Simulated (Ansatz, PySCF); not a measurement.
C3H5NOSi, SMILES C=C[SiH2]OC#N. Atoms are numbered in the order given.

```xyz
11

C     -1.1636    -2.2621     0.0000
C      0.1606    -2.0710     0.0000
Si     0.9395    -0.3944     0.0000
O     -0.4061     0.6837     0.0000
C     -0.3659     1.9600     0.0000
N     -0.3590     3.1219     0.0000
H     -1.8662    -1.4223     0.0000
H     -1.5999    -3.2666     0.0000
H      0.8228    -2.9468     0.0000
H      1.7436    -0.1040     1.2185
H      1.7436    -0.1040    -1.2185
```
Charge 0, spin multiplicity 1.

The structure is a stationary point at PBE0-D3(BJ)/def2-SVP. The structure was generated by enumeration, and PubChem lists no compound with its InChIKey, so it may never have been made. The values are those of a single conformer.

Two levels are set side by side: PBE-D3(BJ)/def2-SVP (Ansatz, a program for electronic structure) and PBE0-D3(BJ)/def2-SVP (Ansatz). Each level has its own optimised geometry; the coordinates shown are those of the second. Frequencies come from the Hessian of PySCF at each geometry. Differences are taken from unrounded values.

```tsv
quantity	PBE0-D3(BJ)	PBE-D3(BJ)	PBE-D3(BJ) minus PBE0-D3(BJ)
mean bond length (Å)	1.361	1.373	0.011
bond C1–C2 (Å)	1.338	1.348	0.010
bond C2–Si3 (Å)	1.849	1.858	0.009
bond Si3–O4 (Å)	1.724	1.743	0.018
bond O4–C5 (Å)	1.277	1.289	0.012
bond C5–N6 (Å)	1.162	1.178	0.016
bond C1–H7 (Å)	1.095	1.103	0.008
bond C1–H8 (Å)	1.095	1.103	0.008
bond C2–H9 (Å)	1.098	1.106	0.008
bond Si3–H10 (Å)	1.488	1.500	0.012
bond Si3–H11 (Å)	1.488	1.500	0.012
highest harmonic wavenumber (cm⁻¹)	3254	3160	-94
mean harmonic wavenumber (cm⁻¹)	1189	1145	-44
zero-point energy (kcal/mol)	45.89	44.19	-1.69
```

Exact exchange shortens and stiffens bonds; PBE has none. Differences between two approximate levels are no errors against the true value.
